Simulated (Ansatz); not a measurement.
Frontier orbitals of C2H7GaOSi, SMILES `[SiH3]O/C=[CH]\[GaH2]`.

| atom | x (Å) | y (Å) | z (Å) |
| --- | --- | --- | --- |
| Si1 | 1.369 | -0.564 | -0.711 |
| O2 | -0.078 | -1.002 | -1.349 |
| C3 | -1.235 | -0.859 | -0.625 |
| C4 | -1.400 | -0.023 | 0.392 |
| Ga5 | -0.142 | 1.328 | 1.097 |
| H6 | 2.357 | -0.577 | -1.808 |
| H7 | 1.330 | 0.876 | -0.213 |
| H8 | 1.757 | -1.408 | 0.440 |
| H9 | -2.009 | -1.519 | -1.007 |
| H10 | -2.393 | -0.052 | 0.835 |
| H11 | 0.715 | 0.996 | 2.370 |
| H12 | -0.271 | 2.804 | 0.579 |

Charge 0, multiplicity 1. Correlated methods include outer-core shells of Ga, which these sets cover unevenly. Scalar relativity is left out up to krypton. Geometry: relaxed with PBE0-D4/def2-TZVP. It is one conformer, not always the lowest. Basis def2-TZVPP, Ansatz 0.2.0.

```csv
functional,HOMO (eV),LUMO (eV),gap (eV)
PBE,-5.85,-1.77,4.08
revPBE,-5.79,-1.65,4.14
B97M-V,-6.14,-1.61,4.53
PBE0,-7.00,-0.93,6.07
r2SCAN0,-7.15,-0.75,6.40
HSE06 (plane-wave form),-6.60,-1.30,5.30
ωB97M-V,-9.21,0.83,10.04
HF,-9.54,2.15,11.69
```

A quarter of exact exchange (PBE0) shifts PBE's HOMO by −1.14 eV and its LUMO by +0.84 eV; full exchange at long range (ωB97M-V) shifts them by −3.36 and +2.60 eV. The gap opens from 4.09 to 10.04 eV, since occupied levels lose self-interaction and empty ones feel all the electrons. A positive LUMO is unbound and depends on the basis.
